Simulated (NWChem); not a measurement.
Molecule: PbBr$_{2}$, singlet; SMILES [Br][Pb][Br]

Results from NWChem. Low-valent species are run as closed-shell singlets; no triplet was tried in these runs. Structure relaxed at the PBE0/def2-SVP level. def2 effective core potentials on Pb; no spin-orbit coupling. Level TPSS/def2-SVPD: single points from the atomic guess with DIIS by default; each run changes one setting, and all converged runs end within 0.3 mHa of each other.

Which setting needs the most SCF iterations, or fails (no level shifting; defaults; DIIS on 20 Fock matrices; no DIIS, 40 % damping; DIIS on 3 Fock matrices)?

no DIIS, 40 % damping, which doesn't converge.
```csv
setting,SCF iterations
defaults,8
DIIS on 20 Fock matrices,8
DIIS on 3 Fock matrices,9
no level shifting,8
"no DIIS, 40 % damping",not converged in 200
```
